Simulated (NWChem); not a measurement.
System: C3H4FNSi; SMILES F[Si@H]1C=CC=N1

NWChem input:

```
start job
memory heap 200 mb stack 900 mb global 1100 mb
geometry units angstroms noautosym nocenter noautoz
  F      0.059933    -2.026811    -0.581935
  Si     0.016720    -0.743537     0.405832
  C      1.337019     0.537733     0.048794
  C      0.634163     1.649287    -0.235251
  C     -0.857615     1.455330    -0.216446
  N     -1.358489     0.311023     0.047952
  H     -0.024655    -1.258399     1.797126
  H      2.427751     0.513440     0.080130
  H      1.065189     2.629403    -0.467922
  H     -1.506761     2.321788    -0.436506
end
basis spherical
  * library 6-31g*
end
dft
  xc m06-2x
  iterations 150
end
cosmo
  do_cosmo_smd true
  solvent thf
end
task dft energy
```

All runs use the structure optimised with PBE0/def2-SVP. Solvent: tetrahydrofuran.

Level: M06-2X/6-31G* with SMD (1 M gas to 1 M solution), gas-phase geometry. Reactions with the solvent are ignored.

Q: What results follow from this input? (M06-2X/6-31G* (spherical d), SMD on the gas-phase geometry.) Quantities: solvation free energy (kcal/mol); cavity-dispersion-structure term (kcal/mol); dipole in solution (D).

A: 
```yaml
solvation free energy (kcal/mol): -4.6
cavity-dispersion-structure term (kcal/mol): 0.5
dipole in solution (D): 3.95
```
